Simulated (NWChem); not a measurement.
1,1,1-trifluoroethane (C$_{2}$H$_{3}$F$_{3}$); SMILES CC(F)(F)F

All runs: NWChem. Medium grid unless said otherwise, to which SCAN and Minnesota functionals are sensitive. Structure relaxed at the PBE0/def2-SVP level. Hybrids' shares of exact exchange are those that their runs print; pure functionals count as 0. The functionals differ in more than this share.

```
row                                     share of exact exchange  orbital gap (eV)
--------------------------------------  -----------------------  ----------------
LDA (Slater exchange, VWN5)/def2-TZVPD                     0.00              9.06
PBE/def2-TZVPD                                             0.00              8.86
B3LYP/def2-TZVPD                                           0.20             10.70
PBE0/def2-TZVPD                                            0.25             11.23
M06-2X/def2-TZVPD                                          0.54             12.95
Hartree-Fock/def2-TZVPD                                    1.00          withheld
```

Question: Fit a straight line of the last column on the one before it, predict the withheld value, and compare with the run.

Answer: 
1. Means of the 5 shown rows: x = 0.198, y = 10.560. Slope Σ(x − x̄)(y − ȳ)/Σ(x − x̄)² = 1.486/0.1981 = 7.503; intercept 9.074.
2. The shown rows scatter about the line by 0.185 (root mean square); the largest residual is +0.28, at PBE0/def2-TZVPD.
3. At x = 1.00 (Hartree-Fock/def2-TZVPD; beyond the shown range) the line gives 16.58.
4. The run gives 17.16, +0.58 from the line, 3.1 times the scatter.
